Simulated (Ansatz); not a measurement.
CH₇BFGeN, SMILES `B[N]([GeH3])CF`. The species carries charge 0 and has multiplicity 1. The geometry is a stationary point of PBE0-D4/def2-TZVP. It is one conformer, not always the lowest.

```xyz
12

B     0.379   -0.657    1.480
N     0.120   -0.204    0.185
Ge   -1.228    1.049   -0.175
C     0.913   -0.618   -0.924
F     1.616    0.459   -1.440
H    -0.314   -0.282    2.382
H     1.283   -1.423    1.660
H    -0.634    2.462   -0.193
H    -2.276    0.901    0.930
H    -1.793    0.685   -1.557
H     1.636   -1.371   -0.603
H     0.297   -1.000   -1.745
```

**Question.** What is the dipole moment at B3LYP/def2-TZVPP? (Best estimate.)

**Answer.** Ansatz gave: 1.57 D, with components (-1.39, -0.47, -0.55) D in this frame, pointing from negative to positive charge.

**Question.** And with PBE, r2SCAN, ωB97M-V? (Best estimate.)

**Answer.** Ansatz gave: PBE 1.53 D, r2SCAN 1.54 D, ωB97M-V 1.58 D.

**Question.** Give the Mulliken charges with B3LYP, ωB97M-V, r2SCAN in def2-TZVPP. (Estimate.)

**Answer.** Computed: 
```
atom  B3LYP  ωB97M-V  r2SCAN
  B1  -0.12    -0.15   -0.04
  N2  -0.18    -0.25   -0.22
 Ge3   0.19     0.14    0.21
  C4   0.13     0.09    0.22
  F5  -0.25    -0.23   -0.24
  H6   0.01     0.05   -0.01
  H7   0.01     0.05   -0.03
  H8   0.01     0.03    0.00
  H9   0.01     0.04    0.00
 H10  -0.01     0.02   -0.01
 H11   0.10     0.10    0.06
 H12   0.10     0.12    0.06
```

B3LYP here is the variant with VWN-RPA as its local correlation; programs differ in this.
